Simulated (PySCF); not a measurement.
**[Pm(H2O)4]3+: from a saddle point downhill**

PySCF 2.14.0, RKS PBE0, Pm lcecp-1-SVP with ECP50, O def2-SVP, H def2-SVP; non-relativistic Hamiltonian with scalar-relativistic core potentials where named; density fitting; no spin-orbit coupling. Relaxed within the symmetry of its start, the geometry (D2d) is

```xyz
13

Pm    0.0000    0.0000    0.0000
O     1.3560    1.3615    1.3615
H     1.7239    1.1624    2.2512
H     1.7239    2.2512    1.1624
O    -1.3560   -1.3615    1.3615
H    -1.7239   -1.1624    2.2512
H    -1.7239   -2.2512    1.1624
O     1.3560   -1.3615   -1.3615
H     1.7239   -2.2512   -1.1624
H     1.7239   -1.1624   -2.2512
O    -1.3560    1.3615   -1.3615
H    -1.7239    2.2512   -1.1624
H    -1.7239    1.1624   -2.2512
```

and its lowest harmonic modes are -135, -54, -54, -19, 40, 51 cm⁻¹ (negative: unstable). It was moved along the lowest mode and relaxed again, within the group S4 that the move left.

Where does it end, and how much lower?

In S4, 0.043 eV lower, after 15 steps:
```xyz
13

Pm    0.0000    0.0000    0.0000
O     1.4073    1.3652    1.3020
H     2.2083    1.1059    1.8102
H     1.3435    2.3336    1.4611
O    -1.4074   -1.3020    1.3652
H    -1.3435   -1.4612    2.3336
H    -2.2083   -1.8102    1.1060
O     1.4073   -1.3652   -1.3020
H     1.3435   -2.3336   -1.4611
H     2.2083   -1.1059   -1.8102
O    -1.4074    1.3020   -1.3652
H    -2.2083    1.8102   -1.1060
H    -1.3435    1.4612   -2.3336
```

How do the contacts change?


| contact | saddle (Å) | end (Å) |
| --- | --- | --- |
| Pm1–O2 (H2O) | 2.355 | 2.354 |
| Pm1–O5 (H2O) | 2.355 | 2.354 |
| Pm1–O8 (H2O) | 2.355 | 2.354 |
| Pm1–O11 (H2O) | 2.355 | 2.354 |


Is the end a minimum?

Yes; lowest modes 35, 35, 39, 54, 58, 96 cm⁻¹.

An lcecp potential fixes the number of 4f electrons, so in runs with it no electron can move into or out of that shell.

State: singlet in the valence, with the 4f electrons in the core potential.
